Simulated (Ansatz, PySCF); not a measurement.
F₂Hg, SMILES [F][Hg][F]. Atoms are numbered in the order given.

```xyz
3

F      0.0000    -1.9351     0.4861
Hg     0.0000     0.0000     0.4861
F      0.0000     1.9351     0.4861
```

Coordinates come from a B3LYP-D3(BJ)/def2-TZVP optimisation. The def2 effective core potentials stand for the cores of Hg; spin–orbit coupling is left out.

Two levels are set side by side: PBE-D3(BJ)/def2-TZVP (Ansatz, an electronic-structure program) and B3LYP-D3(BJ)/def2-TZVP (Ansatz). Each level has its own optimised geometry; the coordinates shown are those of the second. Frequencies come from the Hessian of PySCF at each geometry. Differences are taken from unrounded values.

| quantity | B3LYP-D3(BJ) | PBE-D3(BJ) | PBE-D3(BJ) minus B3LYP-D3(BJ) |
|---|---|---|---|
| mean bond length (Å) | 1.935 | 1.940 | 0.005 |
| bond F1–Hg2 (Å) | 1.935 | 1.940 | 0.005 |
| bond Hg2–F3 (Å) | 1.935 | 1.940 | 0.005 |
| highest harmonic wavenumber (cm⁻¹) | 638 | 623 | -15 |
| mean harmonic wavenumber (cm⁻¹) | 385 | 376 | -9 |
| zero-point energy (kcal/mol) | 2.20 | 2.15 | -0.05 |
